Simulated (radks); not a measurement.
Problem. Ru III, 42 electrons, occupied as [Ar] 3d10 4s2 4p5 4d7 (not the ground configuration). All-electron calculation, Dirac Kohn-Sham, AM05, spin-unpolarised, spherical densities, finite nucleus; open shells fill j = l - 1/2 first; Fermi nuclear charge, rms radius 4.4809 fm. Program: a radial shooting solver on a logarithmic mesh with Libxc functionals.

Spin-orbit splittings of the eigenvalues, e(l+1/2) - e(l-1/2), with zeta = 2 splitting/(2l+1) and mean radii in bohr:

shell  occ.  splitting (eV)  zeta (eV)  <r> j=l-1/2  <r> j=l+1/2
2p        6               ?          ?       0.1237       0.1285
3p        6           22.20      14.80       0.3959       0.4066
3d       10           4.330      1.732       0.3821       0.3856
4p        5           3.492      2.328        1.094        1.124
4d        7          0.3908     0.1563        1.489        1.504
5p        0          0.3692     0.2461        3.223        3.299

Estimate the 2p splitting.

Solution. 130.7 eV (zeta = 87.13 eV).
